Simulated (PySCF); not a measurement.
Molecule: `C[SiH2]/C=C/[SiH3]`, C$_{3}$H$_{10}$Si$_{2}$.

Molfile (atoms numbered from 1):
```
C3H10Si2
     RDKit          3D

 15 14  0  0  0  0  0  0  0  0999 V2000
   -2.3251   -0.6825    0.6196 C   0  0  0  0  0  0  0  0  0  0  0  0
   -1.6124    0.8877   -0.1212 Si  0  0  0  0  0  4  0  0  0  0  0  0
    0.2609    0.7987   -0.2285 C   0  0  0  0  0  0  0  0  0  0  0  0
    0.9967   -0.2574    0.1630 C   0  0  0  0  0  0  0  0  0  0  0  0
    2.8648   -0.3406    0.0517 Si  0  0  0  0  0  4  0  0  0  0  0  0
   -1.9334   -0.8564    1.6338 H   0  0  0  0  0  0  0  0  0  0  0  0
   -2.0806   -1.5583   -0.0012 H   0  0  0  0  0  0  0  0  0  0  0  0
   -3.4215   -0.6111    0.6874 H   0  0  0  0  0  0  0  0  0  0  0  0
   -1.9959    2.0777    0.7050 H   0  0  0  0  0  0  0  0  0  0  0  0
   -2.1665    1.1139   -1.4951 H   0  0  0  0  0  0  0  0  0  0  0  0
    0.7870    1.6726   -0.6422 H   0  0  0  0  0  0  0  0  0  0  0  0
    0.4753   -1.1339    0.5764 H   0  0  0  0  0  0  0  0  0  0  0  0
    3.4712   -0.5244    1.4079 H   0  0  0  0  0  0  0  0  0  0  0  0
    3.2950   -1.4987   -0.7933 H   0  0  0  0  0  0  0  0  0  0  0  0
    3.3756    0.9287   -0.5496 H   0  0  0  0  0  0  0  0  0  0  0  0
  1  2  1  0
  2  3  1  0
  3  4  2  0
  4  5  1  0
  1  6  1  0
  1  7  1  0
  1  8  1  0
  2  9  1  0
  2 10  1  0
  3 11  1  0
  4 12  1  0
  5 13  1  0
  5 14  1  0
  5 15  1  0
M  END
```

Geometry PBE0-D3(BJ)/def2-SVP throughout; GIAO in PySCF 2.14, gas phase, one conformer, non-relativistic; equivalent atoms averaged; basis pcSseg-1.

Question: How do the absolute shieldings σ depend on the functional? (a selection of nuclei; ppm; last column core-seconds on shared hosts with different chips, so compare them loosely)

Answer: 
```tsv
functional	kind	C3	C4	C1	Si5	H11	H12	H9/H10	H13/H14/H15	H6/H7/H8	core-s
HF	Hartree–Fock	28.9	38.8	198.7	452.1	24.56	25.07	27.67	27.72	31.33	6
LDA	LDA	12.9	24.8	194.0	389.3	23.40	23.95	26.15	26.35	30.58	14
PBE	GGA	20.3	31.2	191.1	403.0	23.92	24.45	26.72	26.90	30.92	18
BLYP	GGA	15.6	26.3	185.9	393.7	24.24	24.75	27.02	27.18	31.08	18
BP86	GGA	20.3	31.0	190.6	401.5	24.02	24.54	26.80	26.98	30.99	18
OPBE	GGA	32.8	42.8	194.8	423.9	23.92	24.40	26.80	26.96	30.93	17
KT2	GGA	33.8	44.4	194.2	428.0	24.17	24.69	26.74	26.93	30.92	18
KT3	GGA	35.5	45.4	191.8	431.0	24.36	24.85	27.07	27.23	31.04	18
B97-D	GGA	25.5	35.7	189.0	412.5	24.31	24.81	27.12	27.28	31.13	18
B3LYP	global hybrid	17.4	27.9	189.4	404.8	24.25	24.76	27.12	27.25	31.09	13
PBE0	global hybrid	22.6	33.2	194.7	416.6	24.00	24.51	26.91	27.05	30.97	19
mPW1PW91	global hybrid	22.0	32.4	193.6	414.5	24.09	24.59	27.00	27.14	31.02	12
WP04	global hybrid	14.0	22.8	180.2	399.8	24.81	25.24	27.88	28.00	31.26	18
B97-2	global hybrid	26.3	36.4	193.3	420.5	24.21	24.70	27.12	27.25	31.08	18
BHandHLYP	global hybrid	20.8	30.9	193.4	421.7	24.33	24.83	27.31	27.40	31.13	18
CAM-B3LYP	range-separated hybrid	17.7	28.3	192.7	410.1	24.19	24.68	27.10	27.21	31.04	26
wB97X-D	range-separated hybrid	22.6	32.9	194.5	416.7	24.18	24.67	27.10	27.21	31.09	25
LC-wPBE	range-separated hybrid	22.5	32.8	198.3	421.4	24.07	24.54	27.11	27.22	31.03	36
```

Question: Which nucleus among those listed moves most, in ppm?

Answer: Si5 (silicon bonded to C, 3 H): from 389.3 ppm with LDA to 452.1 ppm with HF. The smallest spread is 0.74 ppm, at H6/H7/H8. Proton shifts span only some 12 ppm, so a few tenths of a ppm matter as much there as several ppm in carbon.
